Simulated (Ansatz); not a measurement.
`CB[SiH2]O` → `BC` + `O[SiH]` at 600 K and 1 bar (silylene formation by 1,1-elimination).

Program: Ansatz. Geometries: PBE0-D4/def2-TZVP. ΔE: electronic, gas phase. CCSD(T)/CBS is the MP2 limit (def2-TZVPP, def2-QZVPP) plus CCSD(T) − MP2 in def2-TZVPP, frozen cores. This one scheme is used for every species. Each species was taken in one conformer, which may not be the lowest.

```csv
species,CCSD(T)/CBS energy (Eh),H − E (kJ/mol),S (J/(mol·K))
`CB[SiH2]O`,-431.33160,270.7,437.5
`BC`,-65.83255,180.5,296.9
`O[SiH]`,-365.43832,81.5,278.0
```

H − E and S are ideal-gas, rigid-rotor, harmonic terms from PBE0-D4/def2-TZVP, for one conformer and one mirror image of each species. 1 Eh = 2625.50 kJ/mol, R = 8.31446 J/(mol·K).

By hand: ΔE, ΔH, ΔS and ΔG.

ΔE = (-65.83255) + (-365.43832) − (-431.33160) = 0.06073 Eh = 159.4 kJ/mol. Δ(H − E) = 180.5 + 81.5 − 270.7 = -8.7, so ΔH = 150.7 kJ/mol. ΔS = 296.9 + 278.0 − 437.5 = 137.4 J/(mol·K). ΔG = 150.7 − 600 × (137.4)/1000 = 68.3 kJ/mol.

By hand: the equilibrium constant, and the temperature at which ΔG would vanish if ΔH and ΔS stayed fixed.

log₁₀ K = −ΔG/(RT ln 10) = -5.9. ΔG = 0 at ΔH/ΔS = 1097 K.

The number of gas molecules changes by +1, which sets the sign of ΔS. A doubt of 5 kJ/mol in ΔE shifts log₁₀ K by 0.4 here. Other conformers and mirror images would add mixing entropy, several J/(mol·K) or more a flexible species. These are equilibria of isolated gas molecules and say nothing of rates. Largest T1 diagnostic: 0.016 (customary marks: 0.02 for closed shells, 0.045 for open ones).
